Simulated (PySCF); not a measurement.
C₄H₇FSi, SMILES F[C@@H]1C=C[Si@@H]1C.

Geometry: TPSSh-D3(BJ)/def2-SVP. The structure was generated by enumeration; whether it is a known compound was not checked.

The numbers are results of TDA-PBE/def2-SVPD in PySCF, not measurements.

Vertical excitations. Isolated molecule, no solvent.

```tsv
state	energy (eV)	λ (nm)	f	main pairs
S1	4.96	250	0.004	HOMO→LUMO 91 %
S2	5.80	214	0.004	HOMO−2→LUMO 97 %
S3	6.20	200	0.023	HOMO−1→LUMO 44 %, HOMO−3→LUMO 26 %, HOMO−4→LUMO 15 %, HOMO→LUMO+1 10 %
S4	6.41	194	0.023	HOMO→LUMO+1 75 %
S5	6.55	189	0.013	HOMO→LUMO+2 86 %
S6	6.67	186	0.009	HOMO−4→LUMO 49 %, HOMO−3→LUMO 43 %
S7	6.88	180	0.006	HOMO−1→LUMO+1 88 %
S8	6.93	179	0.016	HOMO→LUMO+3 98 %
S9	7.12	174	0.012	HOMO−2→LUMO+1 52 %, HOMO−1→LUMO+2 28 %
S10	7.18	173	0.086	HOMO−1→LUMO+2 58 %, HOMO−2→LUMO+2 22 %
T1	4.29	289	0	HOMO→LUMO 48 %, HOMO−1→LUMO 47 %
T2	4.89	254	0	HOMO→LUMO 51 %, HOMO−1→LUMO 48 %
T3	5.27	235	0	HOMO−2→LUMO 98 %
T4	5.98	207	0	HOMO→LUMO+1 97 %
```
Triplets are in the Tamm–Dancoff approximation.
